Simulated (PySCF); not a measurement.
C₂Cl₂O₂Pt, singlet, at a GFN2-xTB geometry (such geometries of metal compounds can be far from the true shape) (core potentials on Pt). Base run: PBE/def2-SVP (PySCF).

Input for PySCF:
```python
from pyscf import gto, scf, dft

mol = gto.M(
    atom='''
Pt    0.000000    0.000000   -0.000000
Cl    2.122640   -0.925536    0.001587
Cl   -2.122640    0.925536   -0.001587
O     1.140191    2.793476    0.029027
C     0.726436    1.746043    0.018205
O    -1.140191   -2.793476   -0.029027
C    -0.726436   -1.746043   -0.018205
''',
    basis='def2-svp',
    ecp={'Pt': 'def2-svp'},
    charge=0,
    spin=0,
    verbose=4,
)

mf = dft.RKS(mol)
mf.xc = 'pbe'
mf.kernel()
```

Each row names what was changed in the base input (with any setting that the change needs).

```json
[
 {"change": "base", "ΔE vs base (mEh)": "0.000", "fitting functions": "-", "outcome": "converged"},
 {"change": "auxbasis = def2-universal-jfit", "ΔE vs base (mEh)": "-0.281", "fitting functions": "387", "outcome": "converged"},
 {"change": "auxbasis = cc-pvtz-ri", "ΔE vs base (mEh)": "-", "fitting functions": "-", "outcome": "input refused"},
 {"change": "auxbasis = autoaux", "ΔE vs base (mEh)": "-0.068", "fitting functions": "1030", "outcome": "converged"},
 {"change": "auxbasis = even-tempered beta=2.0", "ΔE vs base (mEh)": "-0.550", "fitting functions": "1034", "outcome": "converged"},
 {"change": "auxbasis = cc-pvtz-jkfit", "ΔE vs base (mEh)": "-", "fitting functions": "-", "outcome": "input refused"},
 {"change": "auxbasis = even-tempered beta=3.0", "ΔE vs base (mEh)": "?", "fitting functions": "?", "outcome": "converged"},
 {"change": "auxbasis = def2-universal-jkfit", "ΔE vs base (mEh)": "-0.071", "fitting functions": "787", "outcome": "converged"},
 {"change": "auxbasis = cc-pvdz-jkfit", "ΔE vs base (mEh)": "-", "fitting functions": "-", "outcome": "input refused"},
 {"change": "auxbasis = def2-svp-ri", "ΔE vs base (mEh)": "-", "fitting functions": "-", "outcome": "input refused"}
]
```

Question: What belongs in the gaps?

Answer: 
- auxbasis = even-tempered beta=3.0, ΔE vs base (mEh): -34.529
- auxbasis = even-tempered beta=3.0, fitting functions: 691

A fitting set is made for a task (jfit for Coulomb, jkfit for Coulomb and exchange, ri for correlation) and for a family of orbital bases.

- auxbasis = cc-pvtz-ri: ended with `pyscf.lib.exceptions.BasisNotFoundError: Basis set not found for Pt in cc-pvtz-ri`
- auxbasis = cc-pvtz-jkfit: ended with `pyscf.lib.exceptions.BasisNotFoundError: Basis set not found for Pt in cc-pvtz-jkfit`
- auxbasis = cc-pvdz-jkfit: ended with `pyscf.lib.exceptions.BasisNotFoundError: Basis set not found for Pt in cc-pvdz-jkfit`
